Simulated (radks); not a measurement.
Q: The neodymium ion Nd56+, [He] 2s2. All-electron calculation, non-relativistic Kohn-Sham, PBE, spin-polarised, spherical densities, point nucleus. Program: a radial shooting solver on a logarithmic mesh with Libxc functionals. Every spin shell is full or empty, so the densities are truly spherical. Functionals are evaluated on that one density, not self-consistently. Rank these exchange functionals by their error against the exact value of the orbitals, and give that value: LDA, B88, RPBE, PW86, WC, APBE, revTPSS, SCAN, Tao-Mo, TASK.

A: Exact: -48.5516 hartree. From best to worst, with 100 (|E| - |E exact|)/|E exact| (equal figures are ties): B88 -0.08, revTPSS +0.35, SCAN -0.47, RPBE +0.57, APBE +0.65, Tao-Mo +0.73, PW86 +0.76, WC -2.86, TASK -3.52, LDA -12.37.
